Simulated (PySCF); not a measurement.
Start geometry of `[NH3+]c1ccc(O[SiH3])cc1` from GFN2-xTB (Å):
```
atom  x, y, z in Å
N1    -3.147   -0.543   -0.481
C2    -1.743   -0.171   -0.285
C3    -0.782   -1.123   -0.528
C4     0.599   -0.797   -0.327
C5     0.929    0.472    0.103
O6     2.177    0.842    0.316
Si7    3.673    0.101    0.182
C8    -0.061    1.432    0.341
C9    -1.405    1.113    0.168
H10   -3.298   -1.011   -1.371
H11   -3.743    0.339   -0.478
H12   -3.499   -1.132    0.275
H13   -1.058   -2.101   -0.866
H14    1.318   -1.529   -0.501
H15    4.477    1.211    0.603
H16    3.828   -0.306   -1.200
H17    3.674   -1.049    1.066
H18    0.199    2.416    0.687
H19   -2.167    1.842    0.333
```

What comes out of this run: PBE0-D3(BJ)/def2-SVP geometry optimisation, gas phase in PySCF 2.14.0?

```
atom  x, y, z in Å
N1    -3.1341   -0.5525   -0.5739
C2    -1.7296   -0.1722   -0.3397
C3    -0.7298   -1.1173   -0.5352
C4     0.5900   -0.7629   -0.2864
C5     0.9078    0.5329    0.1597
O6     2.1447    0.9286    0.4139
Si7    3.6345    0.1054    0.2835
C8    -0.1271    1.4677    0.3477
C9    -1.4443    1.1177    0.1008
H10   -3.2283   -1.1806   -1.3830
H11   -3.7156    0.2732   -0.7670
H12   -3.5534   -1.0340    0.2356
H13   -0.9586   -2.1292   -0.8813
H14    1.3798   -1.5005   -0.4434
H15    4.6419    1.1026    0.7063
H16    3.8051   -0.3222   -1.1331
H17    3.5890   -1.0827    1.1808
H18    0.1338    2.4706    0.6884
H19   -2.2362    1.8569    0.2524
```

The energy falls by 7.2 kcal/mol over 8 energy and gradient evaluations, the largest force component goes from 0.0703 to 3.5e-04 Eh/bohr, and the atoms move by 0.096 Å rms after alignment. The bond that changes most is C4–H14 (aromatic CH carbon to aromatic hydrogen), which lengthens by 0.052 Å. Bonds longer at the end by more than 0.005 Å: 14 of 19; shorter: 4. Among the angles that change most is O6–Si7–H15, from 97.7° to 104.3°. Among the dihedrals that turn most is H10–N1–C2–C3, from -48° to -38°. Rotational constants go from 4643, 670.2, 591.5 to 4507, 674.2, 592.5 MHz. The orientation of the end geometry is arbitrary; only internal coordinates are fixed.

The run used 180 basis functions and 57 SCF cycles in all. On one thread of an Arm Neoverse V2, no GPU, on a shared host, this took 1.9 min and 0.80 GiB of memory at its peak.

No PBE0-D3(BJ)/def2-SVP frequencies stand behind this structure, so it isn't proved a minimum.

One conformer stands for the species.
